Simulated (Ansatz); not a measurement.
Cl3OTa (SMILES [O]=[Ta]([Cl])([Cl])[Cl]), singlet, geometry from GFN2-xTB (such geometries of metal compounds can be far from the true shape) (core potentials on Ta); PBE0/def2-SV(P) (Ansatz, a program for electronic structure).

Input for Ansatz:
Ansatz 0.2 input:
```yaml
crystal:
  periodic: [false, false, false]
  atoms:
    - {symbol: Ta, position_ang: [0.15665099, 0.08849969, -0.15002696]}
    - {symbol: O, position_ang: [1.28874592, 0.72807464, -1.23425093]}
    - {symbol: Cl, position_ang: [1.08693711, -0.91589593, 1.59030402]}
    - {symbol: Cl, position_ang: [-1.17072286, -1.42716546, -1.06863054]}
    - {symbol: Cl, position_ang: [-1.19536069, 1.62040996, 0.70338389]}
basis:
  gaussian:
    orbitals: def2-SV_P_.json
hamiltonian:
  xc: pbe0
```
The basis file holds def2-SV(P) in the JSON format of the Basis Set Exchange.

Q: Predict the main parts of the log of this Ansatz run.

A: 
```
Functional definition: PBE0
939 factors; integrals over basis functions are off by at most 4.3e-4 eV
mean field evaluation 1: about -41136.0109 eV, gradient 6.5e1 eV
mean field evaluation 2: about -41016.4399 eV, gradient 2.2e2 eV
mean field evaluation 4: about -41144.3446 eV, gradient 4.9e0 eV
mean field evaluation 8: about -41144.5229 eV, gradient 7.2e-1 eV
mean field evaluation 16: about -41144.5242 eV, gradient 1.0e-4 eV
mean field -41144.52422122 eV, -1512.0333763696 hartree, gradient 2.2e-5 eV, S^2 0.000000; 0 other end points of the search recorded, 0 dependent functions left out
reference -41144.52426490 eV, -1512.0333779750 hartree; 36, 36 occupied and 57, 57 virtual orbitals, 939 factors
Total energy: -41144.52426490 eV, -1512.0333779750 hartree
```
